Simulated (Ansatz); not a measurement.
A nudged elastic band was laid between two geometries of CH9NOSi2 (14 atoms, charge 0, multiplicity 1).

The calculation used RKS B3LYP/def2-SVP in Ansatz 0.2.0.

| Property | Result |
| --- | --- |
| movable images | 7 |
| climbing image | yes |
| spring | 5.0 eV/Å² |
| optimiser | quadratic models (default) |
| start path | through a guess of the saddle point |
| force threshold | 0.05 eV/Å |
| iteration limit | 58 |
| end points | relaxed |

First end point:

```xyz
14
Properties=species:S:1:pos:R:3
C -1.091 1.449 0.150
Si -0.008 0.304 1.166
O -0.903 -0.606 2.251
N 0.933 -0.725 0.110
Si 0.995 -0.963 -1.618
H -1.676 2.088 0.832
H -1.802 0.901 -0.489
H -0.492 2.108 -0.500
H 0.892 1.079 2.061
H -1.490 -1.273 1.874
H 1.618 -1.284 0.622
H 2.278 -0.485 -2.222
H -0.130 -0.211 -2.240
H 0.859 -2.410 -1.969
```

Last end point:

```xyz
14
Properties=species:S:1:pos:R:3
C -0.662 1.710 -0.025
Si 0.609 0.875 1.152
O -1.057 -0.397 2.003
N 1.097 -0.530 0.145
Si 0.696 -1.037 -1.488
H -1.298 2.406 0.547
H -1.328 1.021 -0.572
H -0.116 2.318 -0.770
H -0.847 -0.552 2.937
H -0.776 -1.205 1.538
H 1.936 -0.987 0.501
H 0.979 -0.001 -2.526
H -0.750 -1.398 -1.608
H 1.505 -2.253 -1.804
```

(1) What changes between the two ends?

(2) Give the energies along the band, and the barrier.

(3) What is the geometry of the highest image?

Results:

(1) Bonds broken: Si2–H9. Bonds formed: O3–H9. CH9NOSi2 becomes CH7NSi2 + H2O.

(2) The forces met the threshold. The highest image is number 5 of 0 to 8, 3.27 eV above the first end and 0.94 eV above the last; the last end lies 2.33 eV above the first. Beside the main top the profile has a ripple of under 15 meV (maxima at images 2, 5), which may be a very shallow well or noise. A structure lower than the first end lies on the path between it and the top, so the climb from that side starts below the end, which may itself be a saddle point or a shallow side well. Neighbouring images differ by up to 3.3 eV, so the band resolves the path poorly. A vibrational analysis at the climbing image gives one clearly imaginary mode, 1402i cm⁻¹, and a faint second one (16i cm⁻¹) that may be numerical noise or a soft torsion: probably a first-order saddle point. The orbitals stay closed-shell, which can raise the energy where a bond breaks towards radicals; this wasn't checked here.

```json
{"image": "0", "path coordinate (Å)": "0.00", "energy (eV)": "0.00", "Si2–H9 (Å)": "1.49", "O3–H9 (Å)": "2.47"}
{"image": "1", "path coordinate (Å)": "1.28", "energy (eV)": "0.00", "Si2–H9 (Å)": "1.49", "O3–H9 (Å)": "2.47"}
{"image": "2", "path coordinate (Å)": "2.57", "energy (eV)": "0.01", "Si2–H9 (Å)": "1.49", "O3–H9 (Å)": "2.48"}
{"image": "3", "path coordinate (Å)": "3.85", "energy (eV)": "-0.02", "Si2–H9 (Å)": "1.50", "O3–H9 (Å)": "2.63"}
{"image": "4", "path coordinate (Å)": "5.14", "energy (eV)": "0.01", "Si2–H9 (Å)": "1.49", "O3–H9 (Å)": "2.52"}
{"image": "5", "path coordinate (Å)": "6.42", "energy (eV)": "3.27", "Si2–H9 (Å)": "1.63", "O3–H9 (Å)": "1.29"}
{"image": "6", "path coordinate (Å)": "7.20", "energy (eV)": "2.42", "Si2–H9 (Å)": "2.41", "O3–H9 (Å)": "0.97"}
{"image": "7", "path coordinate (Å)": "7.98", "energy (eV)": "2.34", "Si2–H9 (Å)": "2.68", "O3–H9 (Å)": "0.97"}
{"image": "8", "path coordinate (Å)": "8.76", "energy (eV)": "2.33", "Si2–H9 (Å)": "2.71", "O3–H9 (Å)": "0.97"}
```

(3) 
```xyz
14
Properties=species:S:1:pos:R:3:forces:R:3
C -0.871 1.668 0.061 0.01 0.01 -0.01
Si 0.230 0.559 1.117 0.00 -0.01 0.00
O -1.156 -0.483 2.050 0.01 0.00 -0.01
N 1.052 -0.575 0.060 0.00 0.02 0.04
Si 0.856 -1.033 -1.622 0.00 -0.01 -0.01
H -1.480 2.313 0.714 0.00 0.00 0.00
H -1.556 1.069 -0.562 0.00 0.00 0.00
H -0.273 2.319 -0.598 0.00 0.00 0.00
H -0.158 0.099 2.627 0.00 0.00 0.00
H -0.899 -1.422 2.040 -0.01 0.00 0.00
H 1.866 -0.996 0.507 0.00 -0.01 -0.02
H 1.788 -0.308 -2.541 -0.01 0.00 0.00
H -0.541 -0.745 -2.047 0.00 0.00 0.00
H 1.127 -2.494 -1.778 0.01 0.00 0.00
```

Run time: 7.5 min on 2 threads of Arm Neoverse V2, on a shared host, peak memory 0.3 GiB.
